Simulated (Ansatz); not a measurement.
Start from `BC1(C)CC1` and change one atom or group to get `CC1(I)CC1`.

Ansatz, PBE0-D4/def2-TZVP geometries, multiplicity 1. 

Elements past krypton have def2 core potentials.

| property | `BC1(C)CC1` |
| --- | --- |
| size of the dipole moment (PBE/def2-TZVPP) / D | 1.24 |
| HOMO–LUMO gap (ωB97M-V/def2-TZVPP) / eV | 11.11 |
| HOMO–LUMO gap (B3LYP/def2-TZVPP) / eV | 6.58 |
| HOMO energy (PBE0/def2-TZVPP) / eV | -8.11 |
| LUMO energy (B3LYP/def2-TZVPP) / eV | -1.31 |
| HOMO energy (PBE/def2-TZVPP) / eV | -6.92 |

**Question.** Give the same properties after the change, and the shifts. (Best estimate.)

**Answer.** Computed: 
| property | `CC1(I)CC1` | shift |
| --- | --- | --- |
| size of the dipole moment (PBE/def2-TZVPP) / D | 1.93 | 0.69 |
| HOMO–LUMO gap (ωB97M-V/def2-TZVPP) / eV | 10.35 | -0.76 |
| HOMO–LUMO gap (B3LYP/def2-TZVPP) / eV | 5.77 | -0.81 |
| HOMO energy (PBE0/def2-TZVPP) / eV | -7.01 | 1.10 |
| LUMO energy (B3LYP/def2-TZVPP) / eV | -1.01 | 0.30 |
| HOMO energy (PBE/def2-TZVPP) / eV | -5.88 | 1.04 |

With PBE0 the HOMO rises by 1.10 eV and the LUMO rises by 0.31 eV, so the gap narrows by about 0.79 eV. PBE moves the HOMO by 1.04 eV and ωB97M-V by 1.17 eV. Dipoles are sizes alone; their direction can turn.

B3LYP here is the variant with VWN-RPA as its local correlation; programs differ in this.

Spin–orbit coupling is left out; it splits and shifts lone-pair levels of the heavy atoms by tenths of an eV.
